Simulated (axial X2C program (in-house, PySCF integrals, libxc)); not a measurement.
# CoO: nuclear properties from DFT to coupled cluster

Calculated with an axial X2C code built on PySCF integrals: two-component X2C with atomic mean-field Coulomb and Gaunt terms, Gaussian nuclei, basis Co dyall-acv3z, O dyall-av3z with contracted cores.

R = 1.604 Å (near the PBE0 minimum at charge 0 of the determinant lowest at the starting distance; the state shown can have its own minimum elsewhere); state Ω = 7/2 (⟨Sz⟩ = 1.50, ⟨Lz⟩ = 2.00 at PBE0).

```json
{"level": "PBE0", "Eeff magnitude (GV/cm)": "0.752", "Ws magnitude Co (kHz)": "0.0587", "A∥/gI Co (MHz)": "254", "qzz Co (a.u.)": "-0.09", "A∥/gI O (MHz)": "-16.2", "μ (D)": "-4.76"}
{"level": "HF", "Eeff magnitude (GV/cm)": "2.37", "Ws magnitude Co (kHz)": "0.251", "A∥/gI Co (MHz)": "76.2", "qzz Co (a.u.)": "-1.14", "A∥/gI O (MHz)": "51.8", "μ (D)": "-2.62"}
{"level": "B3LYP", "Eeff magnitude (GV/cm)": "0.763", "Ws magnitude Co (kHz)": "0.0603", "A∥/gI Co (MHz)": "254", "qzz Co (a.u.)": "-0.02", "A∥/gI O (MHz)": "-15.6", "μ (D)": "-4.42"}
```

Eeff is the effective electric field on the electron electric dipole moment in this Ω state and Ws the scalar–pseudoscalar constant of the nucleus named (defined with the proton number Z and per Ω); A∥ (defined per Ω) follows by multiplying with gI = μI/(I μN); qzz is the electric field gradient, eQq0 = 234.96 MHz × Q/barn × qzz; μ is positive if the O end (last atom) is positive. The operators were transformed with the bare-nucleus X2C matrices; with these basis sets, hyperfine constants and field gradients can be off by tens of per cent, and where levels differ in sign neither size nor sign is settled.

Finite-field MP2, CCSD and CCSD(T), with 23 electrons correlated in 130 natural virtual spinors (MP2 remainder added):

```csv
level,Eeff magnitude (GV/cm),Ws magnitude Co (kHz),A∥/gI Co (MHz),qzz Co (a.u.),A∥/gI O (MHz),μ (D)
MP2,2.15,0.213,-4.2,0.39,9.4,-5.05
CCSD,1.69,0.157,77,0.34,-10.1,-5.33
CCSD(T),1.56,0.141,104,0.46,-19.7,-5.28
```

T1 = 0.077 (Lee–Taylor), a sign of multireference character. One unrestricted determinant, the lowest of a limited PBE0 search, is the reference; the functionals treat spin collinearly. With several open shells it need not be a pure state. Eeff spreads by more than a factor of two over the levels. Correlation of the inner shells is missing, which matters for properties at the nucleus. Number of frozen shells: Co 2 s, 1 p; O 1 s.

Task: By how much does correlation change each value, CCSD(T) against HF?

Result: Eeff magnitude -34 %; Ws magnitude Co -44 %; A∥/gI Co 36 %; qzz Co from -1.14 to 0.46, a change of sign; A∥/gI O from 51.8 to -19.7, a change of sign; μ 102 %.
